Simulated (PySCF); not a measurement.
Al(H)(I)(OH) (AlH₂IO), SMILES [I][AlH][OH]. Atoms are numbered in the order given.

```xyz
5

Al    -0.5715     1.5352     0.0000
H     -2.0621     1.9950     0.0000
I      0.0521    -0.8706     0.0000
O      0.6433     2.7091     0.0000
H      1.5825     2.5170     0.0000
```

Coordinates come from a B3LYP-D3(BJ)/def2-TZVP optimisation. The def2 effective core potentials stand for the cores of I; spin–orbit coupling is left out. The values are those of a single conformer.

Calculation: IEF-PCM-PBE0/def2-SVP in PySCF.

The values are the electrostatic part of the solvation free energy, E(continuum) − E(gas) at the gas-phase geometry, in a cavity of scaled van der Waals radii (PySCF's table); cavitation and dispersion terms are not included. A continuum can't describe solvent molecules that bind to the metal. In vacuum the orbital gap is 6.80 eV. The dipole moment in vacuum is 0.93 D.

| solvent | ε | ΔG(elec) (kcal/mol) | dipole (D) | gap (eV) |
|---|---|---|---|---|
| water | 78.36 | -6.4 | 1.24 | 7.24 |
| benzene | 2.27 | -2.8 | 1.05 | 7.00 |
| 2-propanol | 19.26 | -6.0 | 1.21 | 7.21 |
